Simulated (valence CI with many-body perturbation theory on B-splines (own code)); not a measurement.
The numbers below are computed, except where a source is named.
## Tl VIII: magnetic and hyperfine properties of the levels

Level of theory: relativistic CI+MBPT: six valence electrons over a frozen Dirac-Fock core [Xe] 4f14, a basis of 7 s, 7 p, 8 d, 6 f, 4 g, 1 h functions for each j, with the one-electron correlation potential Σ1, the two-electron term Σ2, the three-electron term Σ3, Breit, model QED; selected CI, second order for the rest, scaled by the run's own slope (own B-spline code, finite nucleus).

No measured levels were compared; by estimate terms of the open shell hold to 2 to 4 % of their energy, and close levels can change places; different configurations can be misplaced against each other by 1,000 to 8,000 cm⁻¹. Among the levels kept, up to 680 cm⁻¹ of a level comes from second order outside the variational space, and about a tenth of that is noise between levels of different J, which matters for small intervals. Only levels of the ground parity were solved; by the run's estimate the other parity begins above the list, which can be wrong where configurations are misplaced.

A/g_I is the dipole constant over the nuclear g factor μ/I (μ in nuclear magnetons, uniformly magnetised nucleus), B/Q the quadrupole constant per barn. Both hold the static response of the core; the bare values leave it out. Large factors of s and p1/2 electrons are usually good to 5 to 10 %; those of open d and f shells near neutrality can be off by tens of per cent, and small factors of p3/2, d and f electrons come from cancelling terms and can be off by a factor of two or in sign, in half-filled shells by more. B is blank for J = 1/2, where it vanishes, and for nearly pure S terms. Energies count from the lowest level. Levels with J = 0 are left out.

Levels are named by their leading jj configuration (3d3/2^4 stands for four electrons in 3d with j = 3/2), which in mixed levels can hold well under half, so a name can repeat and another be missing. Letters in brackets count levels of one name in rising energy.

```
                    Level  E (cm⁻¹)      g  A/g_I (MHz)  A/g_I bare  B/Q (MHz/b)  B/Q bare
    (5d3/2^4 5d5/2^2) J=4       0.0  1.398         -208        1170         3000      2650
    (5d3/2^4 5d5/2^2) J=2      8099  1.397         -209        1150         -992      -828
(5d3/2^3 5d5/2^3) J=3 [a]     14138  1.449         -725         693          375       342
(5d3/2^3 5d5/2^3) J=1 [a]     18757  1.432         -470         979        -1000      -837
    (5d3/2^3 5d5/2^3) J=4     22684  1.089         1250        1510         2170      1920
    (5d3/2^3 5d5/2^3) J=5     29654  1.123         1250        1730         1240      1120
    (5d3/2^3 5d5/2^3) J=6     30321  1.129         1350        1900        -2460     -2220
(5d3/2^3 5d5/2^3) J=2 [a]     34540  1.048         1460        1600        -1990     -1720
(5d3/2^3 5d5/2^3) J=3 [b]     35571  1.010         2020        2210         1160      1010
(5d3/2^2 5d5/2^4) J=2 [a]     38058  1.199          771        1480         -266      -255
(5d3/2^3 5d5/2^3) J=1 [b]     45404  0.841         2480        1950         1490      1280
(5d3/2^2 5d5/2^4) J=4 [a]     45607  0.980         2040        2060         -792      -657
(5d3/2^3 5d5/2^3) J=2 [b]     47617  1.205          709        1420         2660      2400
(5d3/2^2 5d5/2^4) J=4 [b]     48476  1.120         1470        2020        -55.0     -42.1
(5d3/2^3 5d5/2^3) J=3 [c]     50938  1.250          563        1420        -2040     -1820
    (5d3/2^2 5d5/2^4) J=5     51245  1.109         1460        1950        -1850     -1580
(5d3/2^2 5d5/2^4) J=3 [a]     55072  1.020         1890        2040        -1980     -1670
(5d3/2^2 5d5/2^4) J=3 [b]     56183  0.951         2380        2410         -675      -589
    (5d3/2^2 5d5/2^4) J=6     56719  1.036         1880        2150        -2960     -2560
    (5d3/2^2 5d5/2^4) J=1     62742  1.233          669        1550         -183      -114
(5d3/2^2 5d5/2^4) J=4 [c]     65327  1.049         1890        2230          248       174
(5d3/2^2 5d5/2^4) J=2 [b]     66010  1.061         1740        2090        -1610     -1470
      (5d3/2 5d5/2^5) J=1     72368  1.493        -1450        -148         -764      -674
(5d3/2^2 5d5/2^4) J=2 [c]     76765  0.766         3550        3030         -920      -803
(5d3/2^2 5d5/2^4) J=4 [d]     77717  1.185          972        1660        -3040     -2630
```

Problem. Take the isotope of mass number 203, with I = 1/2, μ = 1.616 μN. What is the hyperfine structure of (5d3/2^3 5d5/2^3) J=6?

Solution. From the table A = 4370 MHz. Shifts from the centre of gravity in MHz: F = 11/2: -15300, F = 13/2: 13100.
